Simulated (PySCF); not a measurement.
Molecular orbitals of GeH

PBE0 at R = 1.610 Å; basis Ge aug-cc-pVDZ-PP with ECP10, H aug-cc-pVDZ; scalar-relativistic core potentials; PySCF 2.14. State: ⁴Σ⁻ (quartet), unpaired electrons σ ↑, π ↑↑, a second solution, started from another occupation. Only the outer orbitals are listed, counted within each symmetry, core potentials removing the inner ones.

| spin | orbital | occ. | ε (eV) | on Ge (%) | main shells (%) |
| --- | --- | --- | --- | --- | --- |
| α | 4σ | 1 | -15.46 | 77 | 75 Ge s, 23 H s |
| α | 5σ | 1 | -9.82 | 59 | 41 H s, 37 Ge p, 21 Ge s |
| α | 3π | 1 | -5.61 | 98 | 98 Ge p |
| α | 3π | 1 | -5.61 | 98 | 98 Ge p |
| α | 6σ | 0 | -0.35 | -9 | 108 H s, 36 Ge p |
| β | 4σ | 1 | -12.74 | 81 | 74 Ge s, 19 H s |
| β | 5σ | 0 | -5.15 | 66 | 39 Ge p, 33 H s, 26 Ge s |
| β | 3π | 0 | -1.57 | 96 | 96 Ge p |
| β | 3π | 0 | -1.57 | 96 | 96 Ge p |

Problem. Which are the highest filled and the lowest empty level, where do they sit, and how wide is the gap?

Solution. Highest filled α 3π at -5.61 eV (in %: 98 Ge p); lowest empty β 5σ at -5.15 eV (in %: 39 Ge p, 33 H s, 26 Ge s); the gap at PBE0 is 0.46 eV.

* bond order (Mayer): 0.83
* ⟨S²⟩: 3.754
* charge on Ge (Mulliken, basis-dependent): -0.13
* charge on Ge (Löwdin, basis-dependent): 0.16
* dipole moment (positive dipole means Ge(−)H(+)): 0.26 D

Shares are Mulliken populations and can fall outside 0 to 100 %.

Spin–orbit coupling is left out.
